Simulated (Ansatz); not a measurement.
```yaml
atoms:
  - { symbol: C, position_ang: [0.0056, -0.0081, -1.1177] }
  - { symbol: Cl, position_ang: [0.0021, -0.0012, 0.6657] }
  - { symbol: H, position_ang: [0.0008, -1.0269, -1.4763] }
  - { symbol: H, position_ang: [-0.9012, 0.5092, -1.4809] }
  - { symbol: H, position_ang: [0.8932, 0.5196, -1.4698] }
```

Basis set: STO-3G (spherical functions). Correlated methods keep 6 orbitals frozen. Charge 0, multiplicity 1.

Computed with Ansatz (development build ahead of 0.2.0); each method stands on the lowest determinant of its kind that the runs found. Restricted open shells among the atoms or ions are ROHF, correlated in semicanonical orbitals with singles.

The atomization energy at this shape (free ground-state atoms in the same class of orbitals less the molecule, no zero-point energy) of singlet CH3Cl:

```csv
method,atomization energy
RHF,1528.4 kJ/mol
```

(1) What does RHF-MP2 give?

Answers

(1) 1668.1 kJ/mol.

This basis has no polarisation functions and is too small for such energies, which can lie far from measured ones in either direction.
